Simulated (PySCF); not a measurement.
# Electron correlation in Tc⁺ (technetium, charge +1)

[Kr] 4d5 5s1, high-spin 7S determinant. Calculation: PySCF 2.14, in aug-cc-pwCVDZ-PP with ECP28MDF; a scalar-relativistic core potential. Frozen: 4s2 4p6; 6 electrons correlated.

```
  level  correlation energy (mhartree)
   CCSD                         -86.07
    (T)                          -1.02
CCSD(T)                         -87.09
```

Diagnostics: T1 = 0.0058, D1 = 0.0194, largest double amplitude 0.021.

Cost of the coupled-cluster step: roughly 6 core-seconds, for 6 correlated electrons.

Iterations:

```
CC2 = 0
CCSD nocc = (np.int64(6), np.int64(0)), nmo = (66, 66)
frozen orbitals [[0, 1, 2, 3], [0, 1, 2, 3]]
max_cycle = 100
direct = 0
conv_tol = 1e-08
conv_tol_normt = 1e-06
diis_space = 8
diis_start_cycle = 0
Init t2, MP2 energy = -0.0778961732076979
Init E_corr(UCCSD) = -0.0778961732082393
cycle = 1  E_corr(UCCSD) = -0.085009224605782  dE = -0.0071130514  norm(t1,t2) = 0.0217408
cycle = 2  E_corr(UCCSD) = -0.0858503258634674  dE = -0.000841101258  norm(t1,t2) = 0.00637887
cycle = 3  E_corr(UCCSD) = -0.0860965685262158  dE = -0.000246242663  norm(t1,t2) = 0.00247455
cycle = 4  E_corr(UCCSD) = -0.0860731418154316  dE = 2.34267108e-05  norm(t1,t2) = 0.000171411
cycle = 5  E_corr(UCCSD) = -0.086073822675084  dE = -6.80859652e-07  norm(t1,t2) = 2.05663e-05
cycle = 6  E_corr(UCCSD) = -0.0860738104416366  dE = 1.22334474e-08  norm(t1,t2) = 1.66366e-06
cycle = 7  E_corr(UCCSD) = -0.0860738208771394  dE = -1.04355027e-08  norm(t1,t2) = 3.37863e-07
cycle = 8  E_corr(UCCSD) = -0.086073821220555  dE = -3.43415602e-10  norm(t1,t2) = 4.51506e-08
UCCSD converged
E(UCCSD) = -79.73113856822077  E_corr = -0.08607382122055497
UCCSD(T) correction = -0.00102421968148407
```
